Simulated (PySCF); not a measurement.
## Two-component Hartree-Fock for Br²⁺ (bromine, charge +2)

Start: [Ar] 3d10 4s2 4p3; 4p1/2 filled at m_j = -1/2, +1/2; 4p3/2 filled at m_j = +3/2. Calculated with PySCF 2.14 in x2c-QZVPPall-2c: generalised Hartree-Fock with the X2C-1e Hamiltonian and a Gaussian nucleus; one run each with spin-orbit coupling (SO) switched off, then screened by Boettger's factors.

```
spinor shell  electrons  ε, spin-free (eV)  ε, screened SO (eV)  weight of nominal j (screened SO)  rms radius, screened SO (bohr)
       1s1/2          2           -13582.0             -13581.6                              1.000                          0.0492
       2s1/2          2            -1849.9              -1849.8                              1.000                           0.205
       2p1/2          2            -1629.2              -1661.9                              1.000                           0.180
       2p3/2          4            -1629.2              -1613.5                              1.000                           0.184
       3s1/2          2            -301.33              -301.29                              1.000                           0.587
       3p1/2          2            -229.14              -234.16                              0.995                           0.600
       3p3/2          4            -229.14              -226.71                              0.998                           0.611
       3d3/2          4            -109.67              -110.41                              0.956                           0.648
       3d5/2          6            -109.67              -109.13                              0.971                           0.649
       4s1/2          2            -48.194              -48.183                              1.000                            1.72
       4p1/2          2            -35.208              -35.338                              0.566                            1.97
       4p3/2          1            -35.208              -34.952                              1.000                            1.98
```

```tsv
quantity	spin-free	screened SO
E (hartree)	-2603.28967	-2603.43629
M_J	3/2	3/2
⟨J²⟩	3.751	3.751
⟨L²⟩	0.000	0.023
⟨S²⟩	3.751	3.724
```

Each row is a mean over spinors that exchange with the open shell spreads, by up to 9.545 eV (4s1/2).

Rows whose weight is well below 1 are mixtures of j = l ± 1/2: exchange outweighs spin-orbit coupling there, and the label is only the starting occupation.

Without spin-orbit coupling the j labels of p, d and f shells carry no meaning; the spin-free column gives the mean over the occupied spinors of each nl shell.
